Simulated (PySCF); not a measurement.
PySCF job for SbF4, SMILES [F][Sb+]([F])([F])[F], charge +1, TDDFT-M06-2X/def2-SVPD. Coordinates come from a r2SCAN-D4/def2-SVP optimisation. The multiplicity is an assumed one; other spin states were not compared. The isomer is the one that the SMILES or the coordinates give; other isomers of the formula were not compared. The def2 effective core potentials stand for the cores of Sb; spin–orbit coupling is left out.

```python
import numpy as np
from pyscf import gto, scf, dft, tdscf

mol = gto.M(
    atom='''
    Sb    0.00000000    0.00000000   -0.00000000
    F     1.07563363    1.07563364   -1.07563363
    F    -1.07563363    1.07563364    1.07563363
    F    -1.07563364   -1.07563363   -1.07563363
    F     1.07563363   -1.07563364    1.07563363
    ''',
    basis='def2-SVPD',
    ecp={'Sb': 'def2-svp'},
    charge=1,
    spin=0,
    symmetry=True,
    max_memory=1600,
    verbose=4,
)
mf = dft.RKS(mol, xc='m06-2x').density_fit(auxbasis='def2-universal-jkfit')
mf.grids.level = 4
mf.conv_tol = 1e-9
mf.max_cycle = 100
mf.kernel()
mf.grids = dft.Grids(mol).set(level=2).build(with_non0tab=True)  # coarser grid for the response kernel
td = tdscf.TDDFT(mf)
td.singlet = True
td.nstates = 10
td.conv_tol = 1e-4
td.positive_eig_threshold = 1e-6
td.kernel(x0=td.get_init_guess(mf, 15))
td.analyze()
tt = tdscf.TDA(mf)
tt.singlet = False
tt.nstates = 4
tt.conv_tol = 1e-4
tt.positive_eig_threshold = 1e-6
tt.kernel(x0=tt.get_init_guess(mf, 9))
tt.analyze(verbose=3)
```

Program output:

```
PySCF version 2.14.0

[INPUT] verbose = 4
[INPUT] num. atoms = 5
[INPUT] num. electrons = 58
[INPUT] charge = 1
[INPUT] spin (= nelec alpha-beta = 2S) = 0
[INPUT] symmetry True subgroup None
[INPUT] Mole.unit = angstrom
[INPUT] Symbol           X                Y                Z      unit          X                Y                Z       unit  Magmom
[INPUT]  1 Sb     0.000000000000   0.000000000000   0.000000000000 AA    0.000000000000   0.000000000000   0.000000000000 Bohr   0.0
[INPUT]  2 F      1.075633630000   1.075633640000  -1.075633630000 AA    2.032652971072   2.032652989969  -2.032652971072 Bohr   0.0
[INPUT]  3 F     -1.075633630000   1.075633640000   1.075633630000 AA   -2.032652971072   2.032652989969   2.032652971072 Bohr   0.0
[INPUT]  4 F     -1.075633640000  -1.075633630000  -1.075633630000 AA   -2.032652989969  -2.032652971072  -2.032652971072 Bohr   0.0
[INPUT]  5 F      1.075633630000  -1.075633640000   1.075633630000 AA    2.032652971072  -2.032652989969   2.032652971072 Bohr   0.0

nuclear repulsion = 319.716635329425
point group symmetry = Td, use subgroup D2
symmetry origin: [-1.95488911e-09  1.95488911e-09  0.00000000e+00]
symmetry axis x: [1.00000000e+00 1.54947411e-09 1.54947449e-09]
symmetry axis y: [-1.54947411e-09  1.00000000e+00 -1.54947411e-09]
symmetry axis z: [-1.54947449e-09  1.54947411e-09  1.00000000e+00]
num. orbitals of irrep A = 34
num. orbitals of irrep B1 = 30
num. orbitals of irrep B2 = 30
num. orbitals of irrep B3 = 30
number of shells = 48
number of NR pGTOs = 199
number of NR cGTOs = 124
basis = def2-SVPD
ecp = {'Sb': 'def2-svp'}


[settings echo left out]
init E= -613.062143677589
HOMO (B1) = -0.986607632101428  LUMO (A) = -0.823290705478623  gap/eV = 4.44408
cycle= 1 E= -638.187107165463  delta_E= -25.1  |g|= 1.88  |ddm|= 11.3
HOMO (B1) = -0.802757635455908  LUMO (A) = -0.297563547624264  gap/eV = 13.74703
cycle= 2 E= -638.50312128921  delta_E= -0.316  |g|=  1.3  |ddm|= 6.25
HOMO (B1) = -0.758076084560696  LUMO (A) = -0.372009933983794  gap/eV = 10.50540
cycle= 3 E= -638.741052688029  delta_E= -0.238  |g|= 0.415  |ddm|= 1.49
HOMO (B1) = -0.810464986235937  LUMO (A) = -0.401293304389384  gap/eV = 11.13413
cycle= 4 E= -638.768222650781  delta_E= -0.0272  |g|= 0.0585  |ddm|= 0.324
HOMO (B1) = -0.805015793918185  LUMO (A) = -0.396512351431888  gap/eV = 11.11594
cycle= 5 E= -638.768792402609  delta_E= -0.00057  |g|= 0.00321  |ddm|= 0.0396
HOMO (B1) = -0.805003241675997  LUMO (A) = -0.396622884519136  gap/eV = 11.11260
cycle= 6 E= -638.768795900522  delta_E= -3.5e-06  |g|= 0.000621  |ddm|= 0.00523
HOMO (B1) = -0.804922200329963  LUMO (A) = -0.396575991295421  gap/eV = 11.11167
cycle= 7 E= -638.768796069926  delta_E= -1.69e-07  |g|= 0.000182  |ddm|= 0.00129
HOMO (B1) = -0.804933650872883  LUMO (A) = -0.396623022222759  gap/eV = 11.11070
cycle= 8 E= -638.768796083687  delta_E= -1.38e-08  |g|= 2.83e-05  |ddm|= 0.000377
HOMO (B1) = -0.804932052392867  LUMO (A) = -0.396620238566335  gap/eV = 11.11073
cycle= 9 E= -638.768796083993  delta_E= -3.06e-10  |g|= 2.28e-06  |ddm|= 6.05e-05
HOMO (B1) = -0.804931939540706  LUMO (A) = -0.396621102646272  gap/eV = 11.11070
Extra cycle  E= -638.768796083994  delta_E= -9.09e-13  |g|= 2.24e-06  |ddm|= 5.62e-06
converged SCF energy = -638.768796083994
tot grids = 60464
Overwritten attributes  positive_eig_threshold  of <class 'pyscf.tdscf.rks.TDDFT'>


******** <class 'pyscf.tdscf.rks.TDDFT'> for <class 'pyscf.df.df_jk.DFSymAdaptedRKS'> ********
nstates = 10 singlet
deg_eia_thresh = 1.000e-03
wfnsym = None
conv_tol = 0.0001
eigh lindep = 1e-12
eigh level_shift = 0
eigh max_cycle = 100


Excitation energies (eV)
[6.42557056 6.42557056 6.42557057 6.82496986 6.82496986 7.0035589
 7.0035589  7.00355893 9.32924074 9.32924074]

** Singlet excitation energies and oscillator strengths **
Excited State   1:   B1      6.42557 eV    192.95 nm  f=0.0000
      27 -> 30        0.68348
Excited State   2:   B3      6.42557 eV    192.95 nm  f=0.0000
      29 -> 30       -0.68348
Excited State   3:  ???      6.42557 eV    192.95 nm  f=0.0000
      28 -> 30        0.68348
Excited State   4:    A      6.82497 eV    181.66 nm  f=0.0000
      23 -> 30       -0.67965
      28 -> 33       -0.10888
Excited State   5:    A      6.82497 eV    181.66 nm  f=0.0000
      22 -> 30        0.67965
      27 -> 31        0.10347
Excited State   6:   B1      7.00356 eV    177.03 nm  f=0.0694
      19 -> 30       -0.22590
      23 -> 31       -0.11542
      25 -> 30        0.64215
Excited State   7:   B3      7.00356 eV    177.03 nm  f=0.0694
      21 -> 30        0.22590
      26 -> 30       -0.64215
Excited State   8:   B2      7.00356 eV    177.03 nm  f=0.0694
      20 -> 30        0.22590
      22 -> 33       -0.12147
      24 -> 30       -0.64214
Excited State   9:   B1      9.32924 eV    132.90 nm  f=0.1215
      19 -> 30        0.61133
      25 -> 30        0.23040
      28 -> 32       -0.16618
      29 -> 33       -0.16618
Excited State  10:   B3      9.32924 eV    132.90 nm  f=0.1215
      21 -> 30       -0.61133
      26 -> 30       -0.23040
      27 -> 33        0.16618
      28 -> 31       -0.16618

** Transition electric dipole moments (AU) **
state          X           Y           Z        Dip. S.      Osc.
  1        -0.0000     -0.0000      0.0000      0.0000      0.0000
  2        -0.0000      0.0000      0.0000      0.0000      0.0000
  3         0.0000      0.0000      0.0000      0.0000      0.0000
  4         0.0000      0.0000      0.0000      0.0000      0.0000
  5         0.0000      0.0000      0.0000      0.0000      0.0000
  6        -0.0000      0.0000     -0.6360      0.4045      0.0694
  7         0.6360     -0.0000     -0.0000      0.4045      0.0694
  8         0.0000      0.6360      0.0000      0.4045      0.0694
  9        -0.0000      0.0000     -0.7292      0.5317      0.1215
 10         0.7292      0.0000      0.0000      0.5317      0.1215

WARN: ECP detected. Skipping calculation of transition velocity and magnetic dipole moments, which have not yet been implemented.

Overwritten attributes  positive_eig_threshold  of <class 'pyscf.tdscf.rks.TDA'>


******** <class 'pyscf.tdscf.rks.TDA'> for <class 'pyscf.df.df_jk.DFSymAdaptedRKS'> ********
nstates = 4 triplet
deg_eia_thresh = 1.000e-03
wfnsym = None
conv_tol = 0.0001
eigh lindep = 1e-12
eigh level_shift = 0
eigh max_cycle = 100


Excitation energies (eV)
[5.96292449 5.96292449 5.96292449 6.04564449]

** Triplet excitation energies and oscillator strengths **
Excited State   1:   B1      5.96292 eV    207.93 nm  f=0.0000
Excited State   2:   B3      5.96292 eV    207.93 nm  f=0.0000
Excited State   3:   B2      5.96292 eV    207.93 nm  f=0.0000
Excited State   4:   B2      6.04564 eV    205.08 nm  f=0.0000
```

The run converged.
